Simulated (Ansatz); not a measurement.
Compare A (`O[SiH2][SiH2][GeH3]`) with its isomer B (`[OH][GeH2][SiH2][SiH3]`).

Gas-phase electronic energies from Ansatz, PBE0-D4/def2-TZVP geometries. CBS: MP2 limit from def2 TZ/QZ plus the TZ coupled-cluster correction, frozen cores. Functionals use def2-TZVPP. B3LYP here is the variant with VWN-RPA as its local correlation; programs differ in this. For Ge outer-core shells are correlated without core-valence functions, which leaves a few kJ/mol of doubt a bond. Scalar relativity is left out up to krypton. One conformer a species, not always the lowest.

(1) Which isomer does CCSD(T)/CBS put lower? Give the gap. (Best estimate.)

(2) Give E(B) − E(A) in kcal/mol with B3LYP-D4, HF/def2-TZVPP, CCSD/def2-TZVPP, MP2/def2-TZVPP, r2SCAN-D4, CCSD(T)/def2-TZVPP, PBE0-D4. (An estimate is asked.)

Largest T1 diagnostic: 0.013.

## Answers

(1) The calculation gave: A, by 15.3 kcal/mol.

(2) Computed: B3LYP-D4 14.9, HF/def2-TZVPP 15.9, CCSD/def2-TZVPP 15.0, MP2/def2-TZVPP 15.0, r2SCAN-D4 14.8, CCSD(T)/def2-TZVPP 14.6, PBE0-D4 14.6. None reverses the order clearly.

In def2-TZVPP, CCSD(T) changes the Hartree–Fock value by −1.4 kcal/mol (the triples alone add −0.4 kcal/mol) and MP2 by −0.9 kcal/mol. From PBE to PBE0 (25 % exact exchange), in def2-TZVPP and without D4, E(B) − E(A) moves by +1.1 kcal/mol.
